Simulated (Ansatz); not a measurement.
Mulliken charges of `BC(=O)OC` from PBE/def2-TZVPP in Ansatz (PBE0-D4/def2-TZVP geometry).

| atom | x (Å) | y (Å) | z (Å) | charge (e) |
| --- | --- | --- | --- | --- |
| B1 | -1.015 | 0.108 | -1.812 | -0.053 |
| C2 | -0.064 | 0.163 | -0.579 | 0.248 |
| O3 | 0.958 | 0.775 | -0.807 | -0.270 |
| O4 | -0.359 | -0.403 | 0.583 | -0.178 |
| C5 | 0.626 | -0.258 | 1.611 | -0.177 |
| H6 | -1.782 | 1.003 | -1.990 | 0.035 |
| H7 | -0.866 | -0.756 | -2.618 | 0.035 |
| H8 | 0.788 | 0.797 | 1.838 | 0.120 |
| H9 | 0.226 | -0.778 | 2.477 | 0.121 |
| H10 | 1.572 | -0.703 | 1.300 | 0.120 |

Problem. By hand: the dipole of these point charges (1 e Å = 4.8032 D).

Solution. Σ q r = (-0.050, -0.131, 0.296) e Å, of length 0.328 e Å = 1.58 D.

Problem. How does the dipole of the full density compare? (Estimate.)

Solution. The calculation gave: (-0.104, -0.178, 0.350) e Å, 1.95 D; the point charges give 0.81 times that, at 7° from its direction.

Point charges leave out the atoms' own dipoles, such as those of lone pairs, and Mulliken's split depends on the basis, so the two needn't agree.
